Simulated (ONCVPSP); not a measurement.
# Ru (Z = 44), ONCV: configuration errors across variants

ruthenium, optimised norm-conserving Vanderbilt (ONCV), made with ONCVPSP 4.0.1 (PBE, fully relativistic). Core [Ar] 3d10 4s2, reference 4p6 4d7 (charge +1). Waves: s scattering state at 0.18 Ha: rc 1.90 bohr, ncon 5, nbas 9, qcut 2.7 1/bohr, 1 projector; 4p: rc 1.60 bohr, ncon 4, nbas 9, qcut 9 1/bohr, 2 projectors, debl 1.9 Ha; 4d: rc 2.15 bohr, ncon 4, nbas 9, qcut 6.3 1/bohr, 2 projectors, debl 2.7 Ha. Local part: polynomial inside 1.10 bohr (lpopt 3, dvloc0 1 Ha). Core correction: none.

Open shells are filled in proportion to 2j + 1.

In the s channel the program set the typed energies aside and used 0.050 Ha. In the p channel the program set the typed energies aside and used -1.939, 0.250 Ha (j = l + 1/2; the other j can differ).

All-electron excitation energies from the reference (eV): (1) 4p6 4d7 5s1 -7.294; (2) 4p6 4d6 18.186; (3) 4p6 4d5 48.806; (4) 4p5 4d7 5s1 45.167.

4 further variants failed, have other tests or too few solved ones, and are left out.

A true bound ghost makes a file unfit for plane-wave use even where its test errors are small: the radial tests pick states by their node count and pass the ghost by.

Errors AE − PS in meV (a dash: test not solved or not reliable):

```csv
change,(1),(2),(3),(4),bound ghosts,GHOST(+) flags above zero
base,+87,+9.2,+64,-118,s,none
"all radii scaled by about 1.12 (s 2.12, p 1.78, d 2.40 bohr); local potential polynomial inside 1.22 bohr (lpopt 3, dvloc0 1 Ha)",+70,+12,+104,-211,"s, d3/2",d5/2
"all radii scaled by about 1.31 (s 2.50, p 2.10, d 2.82 bohr); local potential polynomial inside 1.44 bohr (lpopt 3, dvloc0 1 Ha)",+33,+45,+291,-348,s,none
```

(1) Give the same row for: all radii scaled by about 1.03 (s 1.96, p 1.66, d 2.22 bohr); local potential polynomial inside 1.14 bohr (lpopt 3, dvloc0 1 Ha).

## Answers

(1) +81, +11, +77, -145; bound ghosts: s; GHOST(+) flags above zero: none.
